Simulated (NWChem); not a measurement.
## Ionisation of C3H9Si

```xyz
13

C      1.7782     0.4089     0.0000
Si     0.0812    -0.3558     0.0000
C     -0.8615     0.1398    -1.5624
C     -0.8615     0.1398     1.5624
H      2.3337     0.6285    -0.9201
H      2.3337     0.6285     0.9201
H      0.2164    -1.8532     0.0000
H     -1.8459    -0.3550    -1.6018
H     -0.3043    -0.1512    -2.4681
H     -1.0258     1.2292    -1.6017
H     -0.3043    -0.1512     2.4681
H     -1.8459    -0.3550     1.6018
H     -1.0258     1.2292     1.6017
```
Charge 0, spin multiplicity 2.

Everything below was run with NWChem. All single points use one geometry, from UB3LYP/def2-SVP, a minimum by its harmonic frequencies. It is one conformer; others weren't searched.

Basis set: def2-TZVP. −ε marks an orbital energy of the parent.

B3LYP has NWChem's definition, with VWN1-RPA local correlation. The structure started from a generated list of species. The unpaired electrons of the parent sit in orbitals of symmetry a' (Cs labels of the run); other states weren't searched. The stability of the SCF solutions was not checked.

Problem. One of these methods gave a first vertical ionisation energy of 6.37 eV. Which?
A) −ε(alpha HOMO) of PBE
B) −ε(alpha HOMO) of M06-2X
C) −ε(alpha HOMO) of B3LYP
D) −ε(alpha HOMO) of PBE0

Solution. C, −ε(alpha HOMO) of B3LYP. The others give 6.70 (−ε(alpha HOMO) of PBE0), 5.33 (−ε(alpha HOMO) of PBE), 7.70 (−ε(alpha HOMO) of M06-2X).
